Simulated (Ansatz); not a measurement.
H3O2 (SMILES O[OH2+]) moved off its minimum; all values from Ansatz (a quantum-chemistry and plane-wave program), cores frozen in correlated methods.
(charge 1, multiplicity 1)
```xyz
5

O      0.5624    -0.1853     0.3314
O     -0.4315     0.3604    -0.3790
H      1.3676    -0.1653    -0.3876
H     -0.8098     1.0654     0.3679
H     -1.1824    -0.4317    -0.1350
```

| level | largest force (eV/Å) | on atom | rms difference from CCSD(T)/aug-cc-pVTZ (eV/Å) | dipole (D) |
|---|---|---|---|---|
| HF/def2-TZVPP | 9.41 | O2 | 1.073 | - |
| PBE/def2-TZVPP | 7.74 | O2 | 0.276 | - |
| r2SCAN/def2-TZVPP | 8.14 | O2 | 0.092 | - |
| B3LYP/def2-TZVPP | 8.24 | O2 | 0.136 | - |
| wB97M-V/def2-TZVPP | 8.19 | O2 | 0.215 | - |
| MP2/aug-cc-pVTZ | 8.09 | O2 | 0.085 | - |
| CCSD(T)/aug-cc-pVTZ | 8.32 | O2 | 0.000 | - |

The differences count from one level among others, with limits of its own. Forces at CCSD(T)/aug-cc-pVTZ (eV/Å):

| atom | Fx | Fy | Fz |
|---|---|---|---|
| O1 | 7.388 | -1.797 | -0.364 |
| O2 | -7.956 | 0.718 | 2.333 |
| H3 | -2.308 | -0.186 | 2.501 |
| H4 | 1.056 | -1.193 | -2.665 |
| H5 | 1.820 | 2.458 | -1.805 |
